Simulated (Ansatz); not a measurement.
```yaml
crystal:
  periodic: [false, false, false]
  atoms:
    - {symbol: C, position_ang: [-0.542664, 1.299002, -0.766432]}
    - {symbol: S, position_ang: [0.886955, 1.723459, -0.001724]}
    - {symbol: Ga, position_ang: [1.442846, -0.023625, 0.910533]}
    - {symbol: C, position_ang: [0.356914, -1.490314, 0.698625]}
    - {symbol: H, position_ang: [-0.395777, 0.574001, -1.442380]}
    - {symbol: H, position_ang: [-1.239269, 1.009626, -0.106817]}
    - {symbol: H, position_ang: [-0.873056, 2.118046, -1.242360]}
    - {symbol: H, position_ang: [-0.505812, -1.221008, 1.109334]}
    - {symbol: H, position_ang: [-0.555812, -1.271008, 1.059334]}
    - {symbol: H, position_ang: [0.276360, -1.694037, -0.282826]}
basis:
  gaussian: {orbitals: def2-SVPD}
magnetization: {spin_polarized: true, initial_magnetization: 1}
hamiltonian: {xc: {name: RPBE}, dispersion: d3bj}
```

```sh
$ ansatz run in.yaml --threads 2 --pin off --events-out ev --progress --plain --max-ram 32768MiB --backend cpu
```

Shortened log:

```
Functional definition: RPBE
1405 factors; their error is unknown
mean field evaluation 1: about -65216.6309 eV, gradient 6.3e1 eV
mean field evaluation 2: about -65146.2409 eV, gradient 1.1e2 eV
mean field evaluation 4: about -65235.8630 eV, gradient 1.4e1 eV
mean field evaluation 8: about -65237.0478 eV, gradient 1.3e-1 eV
mean field evaluation 16: about -65237.0228 eV, gradient 1.4e-3 eV
a density is far from that of the atoms, so the factors are made again for it
1495 factors; integrals over basis functions are off by at most 8.2e-4 eV
mean field -65237.02280935 eV, -2397.4163690014 hartree, gradient 1.4e-5 eV, S^2 0.752718; 0 other end points of the search recorded, 0 dependent functions left out
reference -65237.02286095 eV, -2397.4163708977 hartree; 33, 32 occupied and 120, 121 virtual orbitals, 1495 factors
Total energy: -65238.62041686 eV, -2397.4750799943 hartree
```

Task: Something in this input is off. What?

Result: One atom was put on top of another. The run converged. The result belongs to that input, not to the molecule as meant.
